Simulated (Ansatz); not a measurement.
Geometry optimisation, Ansatz 0.2.0, UKS PBE0/def2-SVP.

input.yaml

```yaml
crystal:
  periodic: [false, false, false]
  atoms:
    - { symbol: O, position_ang: [0.0746, -0.1826, 1.8489] }
    - { symbol: B, position_ang: [0.3188, -0.61, 0.486] }
    - { symbol: F, position_ang: [1.1609, -1.741, 0.2776] }
    - { symbol: Al, position_ang: [-0.4441, 0.3506, -1.1488] }
    - { symbol: F, position_ang: [-1.6074, 1.7445, -0.9199] }
    - { symbol: H, position_ang: [0.7301, 0.5476, 2.0279] }
    - { symbol: H, position_ang: [-0.1716, -0.1771, -2.6173] }
magnetization:
  spin_polarized: true
basis:
  gaussian: { orbitals: def2-SVP }
hamiltonian:
  xc: pbe0
relax:
  f_tol: 0.02
  max_steps: 50
```

Command:

```bash
$ ansatz run input.yaml --threads 2 --pin off --max-ram 3072MiB --backend cpu --events-out ev --progress --plain --runs-dir out
```

Where does it end, and by what steps?

It converged. After 10 steps the energy has fallen by 1.265 eV; H6 moved furthest, 0.77 Å.

| step | energy less start (eV) | largest force component (eV/Å) | accepted |
| --- | --- | --- | --- |
| 0 | 0.0000 | 3.274 | yes |
| 1 | -0.5534 | 1.962 | yes |
| 2 | -0.6944 | 2.868 | yes |
| 3 | -1.0300 | 1.075 | yes |
| 4 | -1.2359 | 0.495 | yes |
| 5 | -1.2346 | 0.266 | no |
| 6 | -1.2616 | 0.080 | yes |
| 7 | -1.2642 | 0.043 | yes |
| 8 | -1.2648 | 0.027 | yes |
| 9 | -1.2646 | 0.105 | no |
| 10 | -1.2653 | 0.017 | yes |

```xyz
7
Properties=species:S:1:pos:R:3
O 0.476 -0.172 1.777
B 0.511 -0.671 0.525
F 1.163 -1.824 0.382
Al -0.414 0.302 -1.153
F -1.191 1.726 -0.728
H -0.004 0.660 1.838
H -0.480 -0.090 -2.686
```

Run time: 33 s on 2 threads of Arm Neoverse V1, with other jobs on the host, peak memory 0.22 GiB.
